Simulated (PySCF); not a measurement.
C3H5FOSi, SMILES F[Si@@H](C#C)CO.

The structure is a stationary point at PBE-D3(BJ)/def2-SVP. The structure was generated by enumeration; whether it is a known compound was not checked. The values are those of a single conformer.

Calculation: PBE-D3(BJ)/def2-SVP run with PySCF.

Frequencies are harmonic and unscaled.

| mode | ν (cm⁻¹) | IR (km/mol) | moving atoms (share of kinetic energy) |
|---|---|---|---|
| 1 | 84 | 2.3 | O 40 %, C 34 %, H 16 % |
| 2 | 110 | 5.1 | C 29 %, H 26 %, O 24 %, F 15 % |
| 3 | 148 | 6.5 | F 37 %, C 35 %, H 12 %, Si 11 % |
| 4 | 163 | 1.7 | C 46 %, H 22 %, Si 15 %, F 9 % |
| 5 | 278 | 5.6 | C 33 %, O 30 %, F 25 % |
| 6 | 331 | 69.0 | C 50 %, H 34 %, Si 11 % |
| 7 | 358 | 20.2 | C 50 %, F 22 %, Si 16 % |
| 8 | 420 | 83.4 | H 85 % |
| 9 | 591 | 41.2 | C 58 %, Si 25 %, H 13 % |
| 10 | 677 | 12.7 | H 63 %, C 28 %, Si 8 % |
| 11 | 693 | 29.9 | H 76 %, C 24 % |
| 12 | 718 | 19.9 | H 75 %, C 24 % |
| 13 | 730 | 99.8 | Si 34 %, H 33 %, C 30 % |
| 14 | 797 | 24.2 | H 76 %, F 17 % |
| 15 | 832 | 130.7 | H 71 %, C 17 %, Si 10 % |
| 16 | 882 | 192.9 | Si 46 %, F 39 %, H 14 % |
| 17 | 1028 | 71.0 | O 47 %, C 43 %, H 9 % |
| 18 | 1117 | 30.5 | H 94 % |
| 19 | 1232 | 0.9 | H 75 %, C 22 % |
| 20 | 1340 | 33.4 | H 82 %, C 10 % |
| 21 | 1398 | 5.2 | H 94 % |
| 22 | 2081 | 40.3 | C 90 %, H 9 % |
| 23 | 2211 | 98.0 | H 97 % |
| 24 | 2919 | 35.0 | H 94 % |
| 25 | 3029 | 8.0 | H 91 %, C 9 % |
| 26 | 3386 | 51.2 | H 86 %, C 14 % |
| 27 | 3653 | 34.3 | H 94 % |
